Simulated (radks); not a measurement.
Problem. Radial electron density D(r) = 4 pi r^2 rho(r) of an atom or ion with 51 electrons. All-electron calculation, non-relativistic Kohn-Sham, LDA (Slater exchange, Perdew-Zunger correlation), spin-polarised, spherical densities, point nucleus. Program: a radial shooting solver on a logarithmic mesh with Libxc functionals.

| r (bohr) | D(r) (e/bohr) | spin D(r) |
|---|---|---|
| 0.003076 | 8.101 | -0.0000509 |
| 0.003609 | 10.57 | -0.0000624 |
| 0.004236 | 13.65 | -0.0000731 |
| 0.004971 | 17.45 | -0.0000795 |
| 0.00588 | 22.26 | -0.0000740 |
| 0.0069 | 27.64 | -0.0000438 |
| 0.008097 | 33.72 | 0.0000336 |
| 0.009502 | 40.29 | 0.000197 |
| 0.01124 | 47.35 | 0.000529 |
| 0.01319 | 53.68 | 0.00110 |
| 0.01548 | 58.98 | 0.00207 |
| 0.01817 | 62.59 | 0.00365 |
| 0.02149 | 64.04 | 0.00625 |
| 0.02522 | 63.11 | 0.00995 |
| 0.02959 | 60.52 | 0.0151 |
| 0.03473 | 57.59 | 0.0218 |
| 0.04075 | 56.12 | 0.0296 |
| 0.04821 | 58.01 | 0.0377 |
| 0.05657 | 63.72 | 0.0433 |
| 0.06639 | 72.00 | 0.0439 |
| 0.07791 | 79.76 | 0.0369 |
| 0.09216 | 83.23 | 0.0212 |
| 0.1082 | 79.83 | 0.00294 |
| 0.1269 | 71.38 | -0.00867 |
| 0.1489 | 62.82 | -0.00237 |
| 0.1762 | 59.56 | 0.0279 |
| 0.2068 | 63.18 | 0.0668 |
| 0.2426 | 68.40 | 0.0887 |
| 0.2847 | 67.58 | 0.0718 |
| 0.3368 | 56.26 | 0.0240 |
| 0.3953 | 39.80 | -0.000787 |
| 0.4638 | 26.45 | 0.0414 |
| 0.5443 | 21.53 | 0.138 |
| 0.6439 | 23.28 | 0.209 |
| 0.7556 | 25.14 | 0.169 |
| 0.8867 | 23.02 | 0.0465 |
| 1.041 | 17.46 | -0.0287 |
| 1.221 | 11.38 | 0.0766 |
| 1.445 | 6.771 | 0.408 |
| 1.695 | 4.411 | 0.822 |
| 1.989 | 3.284 | 1.16 |
| 2.334 | 2.598 | 1.29 |
| 2.762 | 1.925 | 1.17 |
| 3.241 | 1.286 | 0.891 |
| 3.803 | 0.7427 | 0.567 |
| 4.463 | 0.3643 | 0.300 |
| 5.279 | 0.1418 | 0.125 |
| 6.195 | 0.04682 | 0.0432 |
| 7.27 | 0.01228 | 0.0117 |
| 8.532 | 0.002482 | 0.00242 |
| 10.09 | 0.0003359 | 0.000332 |

What is the nuclear charge?

Solution. Z = 51. The innermost maximum, from 1s, lies near 1/Z = 0.0196 bohr (found: 0.0217), and its height grows with Z. The density is that of neutral antimony in [Kr] 4d10 5s2 5p3; the configuration itself is not fixed sharply by these data, and Z only to a few units. D(r) has 4 maxima, at r = 0.0217, 0.0922, 0.261, 0.762 bohr, and minima at 0.0411, 0.173, 0.553 bohr, inside which lie 2.02, 11.33, 28.96 electrons.
